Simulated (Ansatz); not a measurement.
`OBF` + `O[SiH2]S` → `O[SiH2]SBF` + H₂O  (ligand exchange at a B–O bond)

Isolated molecules relaxed with PBE0-D4/def2-TZVP in Ansatz; ΔE leaves out vibrations. CCSD(T)/CBS is the MP2 limit (def2-TZVPP, def2-QZVPP) plus CCSD(T) − MP2 in def2-TZVPP, frozen cores. This one scheme is used for every species. DFT in def2-TZVPP. One conformer a species, not always the lowest.

`OBF`:

Z-matrix (Å, degrees):
```
B
O 1 1.344
F 1 1.332 2 120.3
H 1 1.192 2 120.1 3 -180.0
H 2 0.963 1 113.4 3 -0.0
```

`O[SiH2]S`:

Z-matrix (Å, degrees):
```
Si
S 1 2.133
O 1 1.642 2 113.5
H 1 1.478 2 111.7 3 117.8
H 1 1.484 2 102.9 3 -122.0
H 2 1.344 1 94.6 3 -65.2
H 3 0.959 1 117.2 2 -51.2
```

`O[SiH2]SBF`:

```xyz
9

O    -0.941    0.127   -1.675
Si   -1.059    0.473   -0.078
S     0.839    0.946    0.812
B     1.533   -0.718    0.803
F     2.768   -0.883    1.242
H    -0.546    0.782   -2.253
H    -1.636   -0.735    0.545
H    -1.880    1.682    0.176
H     0.922   -1.675    0.428
```

H₂O:

Z-matrix (Å, degrees):
```
O
H 1 0.960
H 1 0.960 2 105.1
```

```json
{"level": "ωB97X-V", "ΔE (kJ/mol)": "78.1"}
{"level": "MP2/def2-QZVPP", "ΔE (kJ/mol)": "70.8"}
```

What does CCSD(T)/CBS give? (An estimate is asked.)

Computed: +72.7 kJ/mol. The listed levels differ from it by 5.4, -1.9 kJ/mol.

Largest T1 diagnostic among the species: 0.013.

The D4 term adds −6.5 kJ/mol with B3LYP and −3.6 kJ/mol with PBE0; it sums over pairs of atoms, weighted by their polarisabilities, and B3LYP, whose exchange is more repulsive, gets the larger term. In def2-TZVPP, CCSD(T) changes the Hartree–Fock value by −18.6 kJ/mol (the triples alone add −3.6 kJ/mol) and MP2 by −22.4 kJ/mol.

B3LYP here is the variant with VWN-RPA as its local correlation; programs differ in this.
